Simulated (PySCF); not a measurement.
Cl3Sc (SMILES [Cl][Sc]([Cl])[Cl]), singlet, at a GFN2-xTB geometry (such geometries of metal compounds can be far from the true shape), with bond 4-1 at 3.0 times its length; B3LYP/STO-3G run with PySCF.

Here is a job for PySCF.
```python
from pyscf import gto, scf, dft

mol = gto.M(
    atom='''
Sc    0.115417    0.333155    0.209949
Cl    2.015105   -0.474944   -0.684381
Cl   -0.808091   -1.027858    1.745019
Cl   -4.279595    2.607466   -4.379860
''',
    basis='sto-3g',
    charge=0,
    spin=0,
    verbose=4,
)

mf = dft.RKS(mol)
mf.xc = 'b3lyp'
mf.kernel()
mo_i, mo_e, stable_i, stable_e = mf.stability(internal=True, external=True, return_status=True, nroots=6, tol=1e-6)
print('internally stable:', stable_i, ' externally stable:', stable_e)
if not stable_e:
    umf = mf.to_uhf() if not hasattr(mf, 'xc') else mf.to_uks()
    umf.scf_summary = {}
    umf.kernel(umf.make_rdm1(mo_e, umf.mo_occ))
mf.analyze()
```

Output, abridged:

```
PySCF version 2.14.0

[INPUT] verbose = 4
[INPUT] num. atoms = 4
[INPUT] num. electrons = 72
[INPUT] charge = 0
[INPUT] spin (= nelec alpha-beta = 2S) = 0
[INPUT] symmetry False subgroup None
[INPUT] Mole.unit = angstrom
[INPUT] Symbol           X                Y                Z      unit          X                Y                Z       unit  Magmom
[...]
nuclear repulsion = 275.147052095108
number of shells = 23
number of NR pGTOs = 135
number of NR cGTOs = 45
basis = sto-3g
ecp = {}

******** <class 'pyscf.dft.rks.RKS'> ********
method = RKS
initial guess = minao
damping factor = 0
level_shift factor = 0
DIIS = <class 'pyscf.scf.diis.CDIIS'>
diis_start_cycle = 1
diis_space = 8
diis_damp = 0
SCF conv_tol = 1e-09
SCF conv_tol_grad = None
SCF max_cycles = 50
direct_scf = True
direct_scf_tol = 1e-13
XC library pyscf.dft.libxc version 7.1.2
    S. Lehtola, C. Steigemann, M. J. T. Oliveira, and M. A. L. Marques,  SoftwareX 7, 1–5 (2018)
XC functionals = b3lyp
    P. J. Stephens, F. J. Devlin, C. F. Chabalowski, and M. J. Frisch,  J. Phys. Chem. 98, 11623 (1994)
radial grids:
    Treutler-Ahlrichs [JCP 102, 346 (1995); DOI:10.1063/1.469408] (M4) radial grids

becke partition: Becke, JCP 88, 2547 (1988); DOI:10.1063/1.454033
pruning grids: <function nwchem_prune>
grids dens level: 3
symmetrized grids: False
atomic radii adjust function: <function treutler_atomic_radii_adjust>
small_rho_cutoff = 0
Set gradient conv threshold to 3.16228e-05
Initial guess from minao.
tot grids = 77280
init E= -2117.25673621541
cycle= 1 E= -2118.37992494978  delta_E= -1.12  |g|= 0.361  |ddm|= 2.79
cycle= 2 E= -2108.69107963194  delta_E= 9.69  |g|= 1.64  |ddm|= 6.27
cycle= 3 E= -2118.45970318117  delta_E= -9.77  |g|= 0.0787  |ddm|= 6.07
cycle= 4 E= -2109.37287645999  delta_E= 9.09  |g|= 0.914  |ddm|= 5.97
cycle= 5 E= -2109.40379577088  delta_E= -0.0309  |g|= 0.875  |ddm|= 0.106
cycle= 6 E= -2109.4045170762  delta_E= -0.000721  |g|= 0.874  |ddm|= 0.00418
cycle= 7 E= -2109.4094141694  delta_E= -0.0049  |g|= 0.871  |ddm|= 0.0391
cycle= 8 E= -2109.40938977355  delta_E= 2.44e-05  |g|= 0.871  |ddm|= 0.00172
cycle= 9 E= -2109.40953736041  delta_E= -0.000148  |g|= 0.871  |ddm|= 0.000741
cycle= 10 E= -2118.45800180895  delta_E= -9.05  |g|= 0.0962  |ddm|= 5.97
cycle= 11 E= -2109.38343396127  delta_E= 9.07  |g|= 0.903  |ddm|= 5.97
cycle= 12 E= -2109.39204616373  delta_E= -0.00861  |g|= 0.895  |ddm|= 0.0623
cycle= 13 E= -2109.39220469537  delta_E= -0.000159  |g|= 0.894  |ddm|= 0.0139
cycle= 14 E= -2109.3697552358  delta_E= 0.0224  |g|= 0.92  |ddm|= 0.084
cycle= 15 E= -2109.38532972326  delta_E= -0.0156  |g|=  0.9  |ddm|= 0.117
cycle= 16 E= -2109.38175903858  delta_E= 0.00357  |g|= 0.903  |ddm|= 0.0311
cycle= 17 E= -2109.39623868511  delta_E= -0.0145  |g|= 0.897  |ddm|= 0.0916
cycle= 18 E= -2109.37410317274  delta_E= 0.0221  |g|= 0.915  |ddm|= 0.0969
cycle= 19 E= -2118.19111982004  delta_E= -8.82  |g|= 0.752  |ddm|= 6.25
cycle= 20 E= -2118.34023562606  delta_E= -0.149  |g|= 0.481  |ddm|= 0.635
cycle= 21 E= -2118.46011460996  delta_E= -0.12  |g|= 0.0719  |ddm|= 1.07
cycle= 22 E= -2109.34912165268  delta_E= 9.11  |g|= 0.949  |ddm|= 5.98
cycle= 23 E= -2109.34092064097  delta_E= 0.0082  |g|= 0.96  |ddm|= 0.206
cycle= 24 E= -2109.33628151749  delta_E= 0.00464  |g|= 0.966  |ddm|= 0.0592
cycle= 25 E= -2109.3395879255  delta_E= -0.00331  |g|= 0.962  |ddm|= 0.0125
cycle= 26 E= -2109.36138278556  delta_E= -0.0218  |g|= 0.932  |ddm|= 0.0733
cycle= 27 E= -2109.3617173811  delta_E= -0.000335  |g|= 0.931  |ddm|= 0.0225
cycle= 28 E= -2109.35579507462  delta_E= 0.00592  |g|= 0.939  |ddm|= 0.0533
cycle= 29 E= -2109.39856776536  delta_E= -0.0428  |g|= 0.885  |ddm|= 0.189
cycle= 30 E= -2118.19321826896  delta_E= -8.79  |g|= 0.752  |ddm|= 6.23
cycle= 31 E= -2118.3570546937  delta_E= -0.164  |g|= 0.448  |ddm|= 0.717
cycle= 32 E= -2109.33356001573  delta_E= 9.02  |g|= 0.965  |ddm|= 6.09
cycle= 33 E= -2118.45894427575  delta_E= -9.13  |g|= 0.0858  |ddm|= 5.97
cycle= 34 E= -2109.35907460488  delta_E=  9.1  |g|= 0.936  |ddm|= 5.98
cycle= 35 E= -2109.36166577579  delta_E= -0.00259  |g|= 0.932  |ddm|= 0.079
cycle= 36 E= -2109.36132668708  delta_E= 0.000339  |g|= 0.932  |ddm|= 0.0276
cycle= 37 E= -2109.35736905899  delta_E= 0.00396  |g|= 0.939  |ddm|= 0.139
cycle= 38 E= -2109.35002833515  delta_E= 0.00734  |g|= 0.947  |ddm|= 0.0905
cycle= 39 E= -2109.35182557797  delta_E= -0.0018  |g|= 0.944  |ddm|= 0.027
cycle= 40 E= -2109.42125672034  delta_E= -0.0694  |g|= 0.938  |ddm|= 0.269

cycle= 41 E= -2118.07165487841  delta_E= -8.65  |g|= 0.237  |ddm|=  4.6
cycle= 42 E= -2118.43146153953  delta_E= -0.36  |g|= 0.254  |ddm|= 3.84
cycle= 43 E= -2118.45195322893  delta_E= -0.0205  |g|= 0.147  |ddm|= 0.254
cycle= 44 E= -2109.36057349827  delta_E= 9.09  |g|= 0.93  |ddm|= 5.98
cycle= 45 E= -2109.36237996257  delta_E= -0.00181  |g|= 0.929  |ddm|= 0.0358
cycle= 46 E= -2109.35986437131  delta_E= 0.00252  |g|= 0.932  |ddm|= 0.154
cycle= 47 E= -2109.37430483564  delta_E= -0.0144  |g|= 0.914  |ddm|= 0.0618
cycle= 48 E= -2109.35647375419  delta_E= 0.0178  |g|= 0.938  |ddm|= 0.123
cycle= 49 E= -2109.3574089056  delta_E= -0.000935  |g|= 0.936  |ddm|= 0.0376
cycle= 50 E= -2109.35013546559  delta_E= 0.00727  |g|= 0.947  |ddm|= 0.0576
SCF not converged.
SCF energy = -2109.35013546559
rhf_internal: lowest eigs of H = [-13.81777028 -13.81754319 -13.80077135 -13.66683698 -13.6665948
 -13.65007127]
<class 'pyscf.dft.rks.RKS'> wavefunction has an internal instability
rhf_real2complex: lowest eigs of H = [-3.45444237 -3.45438567 -3.45019621 -3.41670911 -3.41664867 -3.41251926]
<class 'pyscf.dft.rks.RKS'> wavefunction has an real -> complex instability
rhf_external: lowest eigs of H = [-3.45444265 -3.45438595 -3.4501981  -3.41670927 -3.41664885 -3.41252041]
<class 'pyscf.dft.rks.RKS'> wavefunction has an RHF/RKS -> UHF/UKS instability
internally stable: False  externally stable: False

******** <class 'pyscf.dft.uks.UKS'> ********
method = UKS
initial guess = minao
damping factor = 0
level_shift factor = 0
DIIS = <class 'pyscf.scf.diis.CDIIS'>
diis_start_cycle = 1
diis_space = 8
diis_damp = 0
SCF conv_tol = 1e-09
SCF conv_tol_grad = None
SCF max_cycles = 50
direct_scf = True
direct_scf_tol = 1e-13
number electrons alpha = 36  beta = 36
XC library pyscf.dft.libxc version 7.1.2
    S. Lehtola, C. Steigemann, M. J. T. Oliveira, and M. A. L. Marques,  SoftwareX 7, 1–5 (2018)
XC functionals = b3lyp
    P. J. Stephens, F. J. Devlin, C. F. Chabalowski, and M. J. Frisch,  J. Phys. Chem. 98, 11623 (1994)
radial grids:
    Treutler-Ahlrichs [JCP 102, 346 (1995); DOI:10.1063/1.469408] (M4) radial grids

becke partition: Becke, JCP 88, 2547 (1988); DOI:10.1063/1.454033
pruning grids: <function nwchem_prune>
grids dens level: 3
symmetrized grids: False
atomic radii adjust function: <function treutler_atomic_radii_adjust>
small_rho_cutoff = 0
Set gradient conv threshold to 3.16228e-05
init E= -2111.66861146143
cycle= 1 E= -2118.05692960074  delta_E= -6.39  |g|= 0.634  |ddm|= 4.27
cycle= 2 E= -2106.62706372907  delta_E= 11.4  |g|= 2.07  |ddm|= 5.39
cycle= 3 E= -2118.45635657437  delta_E= -11.8  |g|= 0.0734  |ddm|=  4.7
cycle= 4 E= -2109.35352235712  delta_E=  9.1  |g|= 0.664  |ddm|= 4.22
cycle= 5 E= -2109.37552808068  delta_E= -0.022  |g|= 0.644  |ddm|= 0.0546
cycle= 6 E= -2109.37997972317  delta_E= -0.00445  |g|= 0.639  |ddm|= 0.0125
cycle= 7 E= -2109.3811333557  delta_E= -0.00115  |g|= 0.638  |ddm|= 0.007

cycle= 8 E= -2118.07517791786  delta_E= -8.69  |g|= 0.156  |ddm|= 3.26
cycle= 9 E= -2118.45940974471  delta_E= -0.384  |g|= 0.0591  |ddm|= 2.68
cycle= 10 E= -2118.08093064815  delta_E= 0.378  |g|= 0.145  |ddm|= 2.67
cycle= 11 E= -2118.08263954296  delta_E= -0.00171  |g|= 0.138  |ddm|= 0.0319
cycle= 12 E= -2118.45872409178  delta_E= -0.376  |g|= 0.0644  |ddm|= 2.67
cycle= 13 E= -2118.45887115442  delta_E= -0.000147  |g|= 0.0633  |ddm|= 0.00315
cycle= 14 E= -2109.40488724271  delta_E= 9.05  |g|= 0.624  |ddm|= 4.22
cycle= 15 E= -2109.39959131876  delta_E= 0.0053  |g|= 0.624  |ddm|= 0.018
cycle= 16 E= -2109.40142041672  delta_E= -0.00183  |g|= 0.624  |ddm|= 0.00593
cycle= 17 E= -2109.38183640947  delta_E= 0.0196  |g|= 0.64  |ddm|= 0.0484
cycle= 18 E= -2109.38853997381  delta_E= -0.0067  |g|= 0.633  |ddm|= 0.0157
cycle= 19 E= -2109.39257558105  delta_E= -0.00404  |g|= 0.63  |ddm|= 0.0169
cycle= 20 E= -2109.38550899011  delta_E= 0.00707  |g|= 0.637  |ddm|= 0.0363

cycle= 21 E= -2118.07848089556  delta_E= -8.69  |g|= 0.15  |ddm|= 3.26
cycle= 22 E= -2118.43561740385  delta_E= -0.357  |g|= 0.168  |ddm|= 2.71
cycle= 23 E= -2118.4528046217  delta_E= -0.0172  |g|=  0.1  |ddm|= 0.16
cycle= 24 E= -2109.35112025719  delta_E=  9.1  |g|= 0.668  |ddm|= 4.23
cycle= 25 E= -2109.36166120796  delta_E= -0.0105  |g|= 0.658  |ddm|= 0.0516
cycle= 26 E= -2109.36689476672  delta_E= -0.00523  |g|= 0.652  |ddm|= 0.175
cycle= 27 E= -2109.36563012377  delta_E= 0.00126  |g|= 0.653  |ddm|= 0.117
cycle= 28 E= -2109.35904972855  delta_E= 0.00658  |g|= 0.66  |ddm|= 0.0737
cycle= 29 E= -2109.35871532775  delta_E= 0.000334  |g|= 0.66  |ddm|= 0.121
cycle= 30 E= -2109.33994730551  delta_E= 0.0188  |g|= 0.678  |ddm|= 0.067
cycle= 31 E= -2118.45809362377  delta_E= -9.12  |g|= 0.0659  |ddm|= 4.23
cycle= 32 E= -2109.40360069865  delta_E= 9.05  |g|= 0.641  |ddm|= 4.22

cycle= 33 E= -2118.07321585851  delta_E= -8.67  |g|= 0.164  |ddm|= 3.26
cycle= 34 E= -2118.07974745618  delta_E= -0.00653  |g|= 0.15  |ddm|= 0.097
cycle= 35 E= -2118.08089678511  delta_E= -0.00115  |g|= 0.143  |ddm|= 0.0507
cycle= 36 E= -2118.08205741857  delta_E= -0.00116  |g|= 0.14  |ddm|= 0.013
cycle= 37 E= -2118.45774976669  delta_E= -0.376  |g|= 0.0718  |ddm|= 2.66
cycle= 38 E= -2118.45664866602  delta_E= 0.0011  |g|= 0.0787  |ddm|= 0.0192
cycle= 39 E= -2109.38964957958  delta_E= 9.07  |g|= 0.63  |ddm|= 4.22
cycle= 40 E= -2118.08447525867  delta_E= -8.69  |g|= 0.137  |ddm|= 3.27
cycle= 41 E= -2118.09955099262  delta_E= -0.0151  |g|= 0.147  |ddm|= 0.459
cycle= 42 E= -2118.09622389058  delta_E= 0.00333  |g|= 0.136  |ddm|= 1.13
cycle= 43 E= -2118.09705954008  delta_E= -0.000836  |g|= 0.139  |ddm|= 0.335
cycle= 44 E= -2109.40220882616  delta_E= 8.69  |g|= 0.621  |ddm|= 3.26
cycle= 45 E= -2109.40402351318  delta_E= -0.00181  |g|= 0.619  |ddm|= 0.03
cycle= 46 E= -2118.45892062397  delta_E= -9.05  |g|= 0.0625  |ddm|= 4.22
cycle= 47 E= -2118.0906922194  delta_E= 0.368  |g|= 0.142  |ddm|= 2.67
cycle= 48 E= -2118.08590642793  delta_E= 0.00479  |g|= 0.14  |ddm|= 0.669
cycle= 49 E= -2118.09359775392  delta_E= -0.00769  |g|= 0.138  |ddm|= 0.196
cycle= 50 E= -2118.45916785509  delta_E= -0.366  |g|= 0.0628  |ddm|= 2.67
SCF not converged.
SCF energy = -2118.45916785509 after 50 cycles  <S^2> = 0.00051370648  2S+1 = 1.0010269
**** SCF Summaries ****
Total Energy =                       -2109.350135465591848
Nuclear Repulsion Energy =             275.147052095107824
One-electron Energy =                -3470.310517920140228
Two-electron Energy =                 1085.813330359440442
Two-electron Coulomb Energy =         1208.067771743001686
DFT Exchange-Correlation Energy =     -122.254441383561328
**** MO energy ****
[...]
 ** Mulliken pop on meta-lowdin orthogonal AOs  **
 ** Mulliken pop  **
 ** Mulliken atomic charges  **
charge of    0Sc =     -4.63013
charge of    1Cl =     -0.18690
charge of    2Cl =     -0.18297
charge of    3Cl =      4.99999
Dipole moment(X, Y, Z, Debye): -101.77275, 44.27509, -108.02661
```

The run did not converge; its last values are not results.
